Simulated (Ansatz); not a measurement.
Relaxation of CH6BClO (10 atoms, charge 0, multiplicity 1), to a largest force component of 0.03 eV/Å in at most 50 steps.

Method: RKS PBE-D4/6-31G* (Ansatz).

```xyz
10
Properties=species:S:1:pos:R:3:forces:R:3
B -0.086 -0.165 0.082 0.09 -0.30 0.35
O -0.092 -0.424 1.453 0.00 0.20 -0.42
H -1.010 -0.547 1.774 -0.01 -0.02 0.01
H 1.027 -0.015 -0.364 -0.04 0.00 0.00
C -1.407 -0.127 -0.773 -0.01 -0.02 0.01
H -2.064 -0.994 -0.565 -0.01 0.00 0.00
H -1.993 0.778 -0.523 0.00 0.01 -0.01
H -1.214 -0.099 -1.857 -0.01 0.00 0.00
Cl 0.177 2.771 0.933 0.20 -0.51 0.62
H 0.427 1.705 1.702 -0.20 0.64 -0.56
```

Where does it end, and by what steps?

It converged. The force dipped under the threshold on the way, but the program's further checks kept it going. After 25 steps the energy has fallen by 0.236 eV; Cl9 moved furthest, 2.24 Å.

```tsv
step	energy less start (eV)	largest force component (eV/Å)	accepted
0	0.0000	0.638	yes
1	-0.0385	0.850	yes
2	-0.0655	1.033	yes
3	-0.0883	0.749	yes
4	-0.1266	0.264	yes
5	-0.1413	0.258	yes
6	-0.1542	0.287	yes
7	-0.1647	0.315	yes
8	-0.1723	0.504	yes
9	-0.1851	0.367	yes
10	-0.1987	0.259	yes
11	-0.2032	0.310	yes
12	-0.2096	0.250	yes
13	-0.2047	0.470	no
14	-0.2237	0.101	yes
15	-0.2284	0.043	yes
16	-0.2275	0.329	no
17	-0.2288	0.130	yes
18	-0.2326	0.089	yes
19	-0.2328	0.143	yes
20	-0.2342	0.038	yes
21	-0.2350	0.004	yes
22	-0.2357	0.049	yes
23	-0.2358	0.067	yes
24	-0.2362	0.032	yes
25	-0.2364	0.013	yes
```

```xyz
10
Properties=species:S:1:pos:R:3
B -0.418 0.310 -0.269
O -0.424 0.583 1.082
H -1.163 0.149 1.556
H 0.483 0.841 -0.869
C -1.491 -0.607 -0.958
H -2.259 -1.027 -0.283
H -2.008 -0.043 -1.757
H -0.990 -1.448 -1.473
Cl 1.388 2.462 2.793
H 0.647 1.667 2.042
```

The run took 67 s on 1 thread of Arm Neoverse V1 (shared host), peak memory 0.15 GiB.
